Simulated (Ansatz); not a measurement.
Geometry optimisation, RKS PBE0/def2-SVP in Ansatz 0.2.0.

input.yaml

```yaml
crystal:
  periodic: [false, false, false]
  atoms:
    - { symbol: B, position_ang: [-0.012759, -0.422577, -0.405456] }
    - { symbol: F, position_ang: [-0.000283, -0.012804, 2.076779] }
    - { symbol: F, position_ang: [1.126087, 0.176792, -0.651255] }
    - { symbol: F, position_ang: [-1.13024, 0.140255, -0.793189] }
    - { symbol: H, position_ang: [-0.023157, -1.517673, 0.079496] }
    - { symbol: H, position_ang: [0.151752, -0.889893, 1.827825] }
basis:
  gaussian: { orbitals: def2-SVP }
hamiltonian:
  xc: pbe0
relax:
  f_tol: 0.03
  max_steps: 50
output:
  orbitals: {}
```

Command:

```bash
$ ansatz run input.yaml --threads 1 --pin off --max-ram 2048MiB --backend cpu --events-out ev --progress --plain --runs-dir out
```

Task: Where does it end, and by what steps?

Result: It converged. The force dipped under the threshold on the way, but the program's further checks kept it going. After 32 steps the energy has fallen by 0.136 eV; H6 moved furthest, 0.88 Å.

| step | energy less start (eV) | largest force component (eV/Å) | accepted |
| --- | --- | --- | --- |
| 0 | 0.0000 | 0.262 | yes |
| 2 | -0.0182 | 0.694 | yes |
| 4 | 0.0626 | 2.515 | no |
| 6 | -0.0636 | 0.168 | yes |
| 8 | -0.0678 | 0.096 | yes |
| 10 | -0.0684 | 0.042 | yes |
| 12 | -0.0694 | 0.045 | yes |
| 14 | -0.0700 | 0.044 | yes |
| 16 | -0.0705 | 0.180 | no |
| 18 | -0.0716 | 0.037 | yes |
| 20 | -0.0736 | 0.205 | yes |
| 22 | -0.0831 | 0.106 | yes |
| 24 | -0.0887 | 0.104 | yes |
| 26 | -0.1062 | 0.189 | yes |
| 28 | -0.1345 | 0.148 | yes |
| 30 | -0.1356 | 0.026 | yes |
| 32 | -0.1356 | 0.013 | yes |

```xyz
6
Properties=species:S:1:pos:R:3
B -0.057 -0.520 -0.390
F -0.290 -0.517 1.891
F 1.148 -0.004 -0.159
F -1.030 0.326 -0.647
H -0.197 -1.703 -0.531
H 0.538 -0.108 1.971
```

Whether the end is a true minimum wasn't checked by a vibrational analysis.

Time of the run: 49 s on 1 thread of Arm Neoverse V2, on a shared host, peak memory 0.12 GiB.
